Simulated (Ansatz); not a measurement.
Cr(NH)2(OH)2 (CrN₂O₂H₄). Charge 0, multiplicity 1. Geometry B3LYP-D4/def2-SVP.

```xyz
9

Cr   -0.005    0.118    0.010
N    -1.049   -0.769   -0.812
N     1.109   -0.815    0.676
O    -0.828    0.970    1.324
O     0.745    1.242   -1.133
H    -1.371   -1.697   -1.098
H     1.501   -1.752    0.800
H    -1.738    1.203    1.085
H     1.636    1.499   -0.852
```

The restricted singlet is unstable towards broken spin symmetry in Hartree–Fock (as tested in another run); at PBE-D4/def2-TZVP, r2SCAN-D4/def2-TZVP, PBE0-D4/def2-SVP, PBE0-D4/def2-TZVP and others this wasn't settled. Another isomer (singlet) lies 1.18 eV lower at PBE0-D4/def2-TZVP; other spin states weren't run for this one.

Problem. Estimate the orbital energies around the gap (eV) in Ansatz with PBE-D4/def2-TZVP, r2SCAN-D4/def2-TZVP, PBE0-D4/def2-SVP, PBE0-D4/def2-TZVP, BHLYP-D4/def2-TZVP.

Solution. 
```
orbital  PBE-D4/def2-TZVP  r2SCAN-D4/def2-TZVP  PBE0-D4/def2-SVP  PBE0-D4/def2-TZVP  BHLYP-D4/def2-TZVP
 HOMO−5             -8.85                -9.22            -10.35             -10.56              -12.14
 HOMO−4             -7.80                -8.13             -9.06              -9.34              -10.81
 HOMO−3             -7.60                -7.92             -8.92              -9.14              -10.58
 HOMO−2             -7.32                -7.65             -8.62              -8.88              -10.35
 HOMO−1             -6.79                -7.10             -8.02              -8.24               -9.66
   HOMO             -6.55                -6.86             -7.69              -7.96               -9.26
   LUMO             -3.34                -3.38             -2.35              -2.55               -1.65
 LUMO+1             -3.11                -3.18             -2.20              -2.40               -1.55
 LUMO+2             -2.57                -2.53             -1.49              -1.64               -0.55
 LUMO+3             -2.14                -2.13             -1.06              -1.25               -0.27
 LUMO+4             -1.35                -1.28             -0.34              -0.56                0.23
 LUMO+5             -0.46                 0.23              0.39               0.22                0.65
```
